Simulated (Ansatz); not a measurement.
System: SnF2, charge 1, doublet. SnF2+ (parent SMILES [F][Sn][F], doublet).
B3LYP-D3(BJ)/def2-TZVP minimum from Ansatz (a quantum-chemistry and plane-wave program):
```
Sn
F 1 1.8935
F 1 1.8935 2 117.82
```
Charge +1, spin multiplicity 2.

Total energies in def2-SVP, 17 correlated electrons, 11 frozen orbitals. Radicals and triplets start from unrestricted determinants; spin-orbit coupling is neglected. Correlated methods leave the cores frozen (noble-gas shells, and filled d and f shells in the p block). Past Kr the def2 sets carry scalar-relativistic core potentials. Spin-orbit terms, left out, reach several kcal/mol for Br and I, and more for heavier atoms. The spin of F2Sn+ (parent SMILES [F][Sn][F], doublet) was assumed, and the state is the lowest solution found for it.

```csv
method,program,energy (Eh),minus CCSDT(Q) (mEh)
HF,Ansatz,-411.75539,450.21
MP2,Ansatz,-412.19027,15.34
CCSD,Ansatz,-412.19299,12.62
CCSD(T),Ansatz,-412.20288,2.73
CCSDT(Q),Ansatz,-412.20561,0.00
```

Rough core times of Ansatz's runs on a shared machine: CCSD(T) under 20 s, CCSDT(Q) 4 min.
